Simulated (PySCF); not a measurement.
In(Me)2(OH) (C₂H₇InO), SMILES [CH3][In]([CH3])[OH]. Atoms are numbered in the order given.

```xyz
11

In    -0.0317     0.0037    -0.0233
C     -1.4278    -1.6433     0.0402
H     -0.9201    -2.5721    -0.2603
H     -2.2783    -1.4684    -0.6331
H     -1.8047    -1.7707     1.0660
C      0.0912     1.8622    -1.0964
H      0.2651     1.6717    -2.1659
H      0.9310     2.4449    -0.6940
H     -0.8387     2.4402    -0.9954
O      1.5766    -0.1585     1.1826
H      1.6070    -0.9708     1.6984
```

Geometry: PBE0-D3(BJ)/def2-SVP. The structure was generated by enumeration; whether it is a known compound was not checked. The def2 effective core potentials stand for the cores of In; spin–orbit coupling is left out. Other conformers were not sampled.

Computed with TDDFT-PBE0/def2-SVPD in PySCF.

Vertical excitations. 

### Question
List the lowest excited states. (An estimate is asked for; the answer gives what the named calculation found.)

### Answer

| state | energy (eV) | λ (nm) | f | main pairs |
|---|---|---|---|---|
| S1 | 5.36 | 231 | 0.000 | HOMO→LUMO 100 % |
| S2 | 5.90 | 210 | 0.004 | HOMO−2→LUMO 98 % |
| S3 | 5.93 | 209 | 0.065 | HOMO−1→LUMO 49 %, HOMO→LUMO+1 34 %, HOMO−2→LUMO+1 14 % |
| S4 | 6.01 | 206 | 0.036 | HOMO−1→LUMO+1 92 % |
| S5 | 6.16 | 201 | 0.190 | HOMO→LUMO+1 64 %, HOMO−1→LUMO 27 % |
| S6 | 6.58 | 188 | 0.135 | HOMO−2→LUMO+1 78 %, HOMO−1→LUMO 19 % |
| S7 | 7.07 | 175 | 0.023 | HOMO→LUMO+2 96 % |
| S8 | 7.38 | 168 | 0.008 | HOMO−1→LUMO+2 88 % |
| S9 | 7.59 | 163 | 0.029 | HOMO−2→LUMO+2 58 %, HOMO→LUMO+3 33 % |
| S10 | 7.64 | 162 | 0.020 | HOMO→LUMO+3 54 %, HOMO−2→LUMO+2 24 %, HOMO→LUMO+4 16 % |
| T1 | 5.11 | 243 | 0 | HOMO→LUMO 99 % |
| T2 | 5.13 | 241 | 0 | HOMO→LUMO+1 88 % |
| T3 | 5.37 | 231 | 0 | HOMO−1→LUMO 96 % |
| T4 | 5.58 | 222 | 0 | HOMO−2→LUMO 62 %, HOMO−1→LUMO+1 30 % |
Triplets are in the Tamm–Dancoff approximation, which puts them higher than full response would, so one can lie above its singlet here.
